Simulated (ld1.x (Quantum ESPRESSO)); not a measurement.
**iron: one change to a TM semilocal potential, before and after**

- Element: Fe (Z = 26)
- Generator: ld1.x (Quantum ESPRESSO) 7.5
- Type: norm-conserving Troullier–Martins (semilocal form)
- Functional: PBEsol
- Relativity: scalar-relativistic
- Frozen core: [Ar]
- Valence charge: 8
- Reference configuration: 3d6 4s1.75 4p0.25
- Partial waves: 4s (bound): rc 2.25 bohr; 3d (bound): rc 0.80 bohr; 4p (bound): rc 3.50 bohr
- Local potential: the p channel
- Core correction: Bessel-smoothed model core, default radius (core density twice the valence density)

All-electron outer shells of the reference configuration (PBEsol, scalar-relativistic, ld1.x):

| shell | level (eV) | outermost node (bohr) | outermost maximum (bohr) |
| --- | --- | --- | --- |
| 3s | -94.23 | 0.33 | 0.70 |
| 3p | -60.39 | 0.30 | 0.72 |
| 3d | -7.98 | – | 0.71 |
| 4s | -5.60 | 1.00 | 2.41 |
| 4p | -1.53 | 1.10 | 3.25 |

Change: wave 4s (bound): rc 2.25 bohr becomes 4s (bound): rc 2.62 bohr.

Cutoffs: the cutoffs (Ry, on a coarse ladder) from which the occupation-weighted sum of valence levels, in a spherical-Bessel basis at the reference potential, stays within 10 and 1 mRy of its value at 400 Ry; they do not see the model core or the augmentation charge, which bear on the density cutoff. Errors are all-electron minus pseudo energies relative to the spin-unpolarised reference configuration.

**Question.** How do hardness, ghosts and transferability respond?

**Answer.** The potential gets neither clearly harder nor softer (260 Ry and 300 Ry → 260 Ry and 300 Ry); the d channel sets the loose cutoff, while the largest relative change is in s, which becomes softer; of the 7 tests that both files solve, the error grows in 1 and shrinks in 1 by more than 15 % and 0.3 meV (median size 54.6 → 56.3 meV); neither file shows a bound ghost. A semilocal file is local in each channel, so a ghost entry of none says nothing of the separable form that plane-wave codes build from it.

| quantity | base | changed |
| --- | --- | --- |
| cutoff, loose | 260 Ry | 260 Ry |
| cutoff, tight | 300 Ry | 300 Ry |
| loose cutoff by channel (10 mRy a level) | s 8 Ry, d 230 Ry, p 6 Ry | s 6 Ry, d 230 Ry, p 6 Ry |
| bound ghosts | none | none |
| error for 3d6 4s2 4p0, meV [ΔE -1.01 eV] | +0.1 | 0.0 |
| error for 3d6 4s1 4p0, meV [ΔE 7.73 eV] | -7.5 | -6.6 |
| error for 3d6 4s0 4p0, meV [ΔE 23.85 eV] | -55 | -56 |
| error for 3d7 4s1 4p0, meV [ΔE -1.81 eV] | -116 | -101 |
| error for 3d5 4s2 4p1, meV [ΔE 7.77 eV] | -248 | -217 |
| error for 3d5 4s2 4p0, meV [ΔE 13.22 eV] | -209 | -161 |
| error for 3d6 4s1 4p1, meV [ΔE 3.12 eV] | -0.4 | -0.8 |
| s: phases at 3.80 bohr within 0.05 rad from the reference energy up to (Ry; the scan ends near 5) | 1.0 | 0.9 |
| p: phases at 3.80 bohr within 0.05 rad from the reference energy up to (Ry; the scan ends near 5) | 1.3 | 1.3 |
| d: phases at 3.80 bohr within 0.05 rad from the reference energy up to (Ry; the scan ends near 5) | to the end of the scan | to the end of the scan |
